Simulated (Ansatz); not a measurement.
`SC#C[TeH]` + PH₃ → `P[TeH]` + `C#CS` at 500 K and 1 bar (ligand exchange at a Te–C bond).

Calculated with Ansatz (gas phase, PBE0-D4/def2-TZVP geometries, no zero-point term in ΔE). CCSD(T)/CBS adds triple-zeta CCSD(T) − MP2 to the extrapolated MP2 energy (def2 sets, frozen cores). This one scheme is used for every species. Elements past krypton have def2 core potentials. For Te outer-core shells are correlated without core-valence functions, which leaves a few kJ/mol of doubt a bond. Each species was taken in one conformer, which may not be the lowest.

```
    species  CCSD(T)/CBS energy (Eh)  H − E (kJ/mol)  S (J/(mol·K))
`SC#C[TeH]`               -742.72190           103.0          379.8
        PH₃               -342.72256            81.5          231.4
   `P[TeH]`               -610.46278            90.9          324.3
     `C#CS`               -475.00020            98.3          297.2
```

H − E and S are ideal-gas, rigid-rotor, harmonic terms from PBE0-D4/def2-TZVP, for one conformer and one mirror image of each species. 1 Eh = 2625.50 kJ/mol, R = 8.31446 J/(mol·K).

Q: By hand: ΔE, ΔH, ΔS and ΔG.

A: ΔE = (-610.46278) + (-475.00020) − (-742.72190) − (-342.72256) = -0.01852 Eh = -48.6 kJ/mol. Δ(H − E) = 90.9 + 98.3 − 103.0 − 81.5 = 4.7, so ΔH = -43.9 kJ/mol. ΔS = 324.3 + 297.2 − 379.8 − 231.4 = 10.3 J/(mol·K). ΔG = -43.9 − 500 × (10.3)/1000 = -49.0 kJ/mol.

Q: By hand: the equilibrium constant, and the temperature at which ΔG would vanish if ΔH and ΔS stayed fixed.

A: log₁₀ K = −ΔG/(RT ln 10) = 5.1. ΔH and −TΔS have one sign here, so there is no such temperature.

The number of gas molecules stays the same, so ΔS is small and ΔH decides. A doubt of 5 kJ/mol in ΔE shifts log₁₀ K by 0.5 here. Other conformers and mirror images would add mixing entropy, several J/(mol·K) or more a flexible species. These are equilibria of isolated gas molecules and say nothing of rates. Largest T1 diagnostic: 0.013 (customary marks: 0.02 for closed shells, 0.045 for open ones).

ΔS is within the doubt of such terms, so its sign, and with it that verdict, could turn.
